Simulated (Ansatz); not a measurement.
Mo5. The state is a triplet with charge 0. Geometry r2SCAN-D4/def2-SVP; atoms count from 1.

```xyz
5

Mo   -1.3975    0.0160    0.6602
Mo    0.1497   -1.7249   -0.3003
Mo   -0.0576    1.7555   -0.0521
Mo    0.4052    0.1347   -1.5511
Mo    0.9001   -0.1812    1.2433
```

In the def2 sets Mo takes a core potential; there is no spin–orbit coupling. At PBE0-D4/def2-TZVP a broken-symmetry singlet of charge 0 lies 0.16 eV below the triplet, each at its own geometry. The structure comes from a short search, and lower isomers may exist.

(1) Estimate the Mulliken populations from the PBE0/def2-TZVP orbitals of Ansatz.

(2) Where does the spin sit?

(3) And the Mayer bond orders between bonded heavy atoms (over 0.3)?

## Answers

(1) 
| atom | charge (e) | spin (α − β) | d electrons |
| --- | --- | --- | --- |
| Mo1 | -0.02 | 0.83 | 4.82 |
| Mo2 | -0.02 | 0.20 | 4.78 |
| Mo3 | -0.02 | 0.20 | 4.78 |
| Mo4 | 0.08 | -0.05 | 4.85 |
| Mo5 | -0.02 | 0.83 | 4.82 |
Mulliken values and Mayer orders depend strongly on the basis.

(2) Summed by element: Mo 2.00, of 2 unpaired in all. Largest on single atoms: Mo1 0.83, Mo5 0.83, Mo2 0.20.

(3) Mo1–Mo2 1.48 (2.52 Å); Mo1–Mo3 2.24 (2.31 Å); Mo1–Mo4 0.49 (2.86 Å); Mo1–Mo5 1.73 (2.38 Å); Mo2–Mo4 2.46 (2.26 Å); Mo2–Mo5 2.24 (2.31 Å); Mo3–Mo4 2.46 (2.26 Å); Mo3–Mo5 1.48 (2.52 Å); Mo4–Mo5 0.49 (2.86 Å).
